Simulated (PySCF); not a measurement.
A TDDFT job was run through a driver script with this input:

```
{"job": {"kind": "uv", "xc": "B3LYP", "basis": "def2-SVPD", "nstates": 8, "ntriplets": 3}, "charge": 0, "multiplicity": 1}
F     -3.367255    -0.105967    -0.250655
C     -2.110958     0.111069     0.162691
F     -1.976523    -0.565900     1.322141
F     -2.022117     1.406690     0.473144
C     -1.090162    -0.329453    -0.870640
C      0.303817    -0.038971    -0.425025
N      1.155449     0.700760    -1.081789
C      2.296324     0.705472    -0.345722
C      2.128689    -0.045861     0.780843
N      0.850929    -0.525683     0.721225
H     -1.241832    -1.398523    -1.045375
H     -1.274067     0.217365    -1.795898
H      3.157235     1.249909    -0.674921
H      2.787286    -0.274045     1.592506
H      0.398772    -1.098874     1.415564
```

Its output, with some lines taken out ([cut]):

```
coarse grid: 13912 points
cycle   1  E = -601.9174763269  dE =  1.884e+00  |g| = 9.451e-01  |ddm| = 6.752e+00
cycle   2  E = -601.6233924966  dE =  2.941e-01  |g| = 1.595e+00  |ddm| = 4.512e+00
cycle   3  E = -602.0831898633  dE = -4.598e-01  |g| = 1.900e-01  |ddm| = 3.424e+00
cycle   4  E = -602.0896506252  dE = -6.461e-03  |g| = 8.463e-02  |ddm| = 4.511e-01
cycle   5  E = -602.0911444318  dE = -1.494e-03  |g| = 2.465e-02  |ddm| = 2.348e-01
cycle   6  E = -602.0912796861  dE = -1.353e-04  |g| = 5.343e-03  |ddm| = 5.070e-02
cycle   7  E = -602.0912854592  dE = -5.773e-06  |g| = 2.310e-03  |ddm| = 1.214e-02
final grid: 139696 points
cycle   8  E = -602.1766627736  dE = -5.511e-05  |g| = 7.316e-03  |ddm| = 1.496e-01
cycle   9  E = -602.1766452476  dE =  1.753e-05  |g| = 1.162e-02  |ddm| = 3.611e-02
cycle  10  E = -602.1766739585  dE = -2.871e-05  |g| = 1.175e-03  |ddm| = 2.151e-02
cycle  11  E = -602.1766742800  dE = -3.216e-07  |g| = 3.176e-04  |ddm| = 2.190e-03
cycle  12  E = -602.1766742974  dE = -1.735e-08  |g| = 1.573e-04  |ddm| = 8.566e-04
cycle  13  E = -602.1766743028  dE = -5.389e-09  |g| = 4.252e-05  |ddm| = 4.087e-04
cycle  14  E = -602.1766743031  dE = -3.545e-10  |g| = 1.575e-05  |ddm| = 9.439e-05
converged SCF energy = -602.1766743031

Static polarisability (au): isotropic 72.985, principal 54.092 72.818 92.045

Singlet excitations
state   eV       nm        f      main configurations
[cut]
  2   6.3026    196.7   0.16808   H->L+1 0.44, H->L 0.44
[cut]
[cut]
  5   6.9907    177.4   0.01617   H->L+4 0.82, H->L+3 0.13
  6   7.0636    175.5   0.01520   H->L+3 0.42, H-2->L 0.35, H->L+4 0.12
[cut]
  8   7.4820    165.7   0.00414   H->L+5 0.79, H->L+6 0.09

Triplet excitations (Tamm-Dancoff, eV): 4.4513 5.6233 5.8726
```

Method: TDDFT B3LYP/def2-SVPD, vertical, gas phase, core orbitals frozen in the response (PySCF 2.14.0, density-fitted response routines). Geometry: GFN2-xTB, one conformer, isolated molecule.

Task: Restore the lines that were cut, in order.

Result: 
```
  1   5.8882    210.6   0.02705   H->L 0.50, H->L+1 0.48
  3   6.3769    194.4   0.00213   H-1->L 0.87, H-1->L+1 0.11
  4   6.8276    181.6   0.01973   H->L+2 0.81
  7   7.1892    172.5   0.04329   H-1->L+1 0.85, H-1->L 0.11
```

Task: Give the energy of state 2 in hartree, cm⁻¹ and kJ/mol.

Result: 0.23162 hartree, 50834 cm⁻¹, 608.1 kJ/mol.

Task: How much of the mean polarisability do the listed states account for?

Result: The sum over states Σ f/ΔE² (ΔE in hartree) gives 5.21 au, 7% of the total; the rest comes from higher roots of the same response equations.

Task: What is the total energy of state 2 at this geometry?

Result: -602.17667 + 0.23162 = -601.94505 hartree.

Task: Which species is it?

Result: `FC(F)(F)Cc1ncc[nH]1` (C5H5F3N2), point group C1.

The SCF starts on a coarse grid; the energy jumps when the final grid takes over, and dE counts afresh there. H and L stand for HOMO and LUMO.

The run took 65 s on one thread of an Arm Neoverse V1, on a shared host.

Conformer computed: `[F:1][C:2]([F:3])([F:4])[CH2:5][c:6]1[n:7][cH:8][cH:9][nH:10]1`: F1–C2–C5–C6 178°, C2–C5–C6–N7 -122°.
